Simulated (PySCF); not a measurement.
Simulation results for AlCl2H2

Calculation on a computer-drawn molecule: optimised geometry and harmonic frequencies of an isolated molecule of the commonest isotopes, restricted reference for singlets and unrestricted otherwise, frozen core in MP2. Program: PySCF 2.14.0.

AlCl2H2

Start structure:
```xyz
5
AlCl2H2
Cl    -0.9114    -2.0221     1.4667
Al    -0.0617    -0.1310     1.0759
Cl    -1.5240     1.2962     0.4044
H      0.9526    -0.3498    -0.1899
H      0.6672     0.3961     2.4010
```

| Item | Value |
| --- | --- |
| charge | -1 |
| multiplicity | 1 |
| method | HF |
| basis | aug-cc-pV(D+d)Z |
| rotational constants | withheld |
| total energy | withheld |

Drawn bonds:
| atom | other atom | order |
| --- | --- | --- |
| 1 | 2 | 1 |
| 2 | 3 | 1 |
| 2 | 4 | 1 |
| 2 | 5 | 1 |

Questions
1. Estimate the rotational constants of AlCl2H2.
2. Estimate the total energy of AlCl2H2.

Calculated values
1. 11.44, 2.168, 1.873 GHz
2. -1162.3037 hartree

Further results for AlCl2H2:

| Property | Result |
| --- | --- |
| convergence status largest gradient component | 7.015e-06 hartree/bohr |

Optimised structure:
```xyz
5
AlCl2H2
Cl    -0.9853    -2.0858     1.4903
Al     0.0085    -0.1256     1.0445
Cl    -1.5858     1.3214     0.4178
H      1.0076    -0.3374    -0.1877
H      0.6777     0.4168     2.3933
```

Modes:
| frequency (cm⁻¹) | reduced mass (dalton) |
| --- | --- |
| 145.3 | 21 |
| 389.4 | 18.11 |
| 409.1 | 17.77 |
| 521.7 | 1.245 |
| 585.8 | 1.024 |
| 769.5 | 1.078 |
| 822.9 | 1.055 |
| 1848 | 1.058 |
| 1888 | 1.023 |
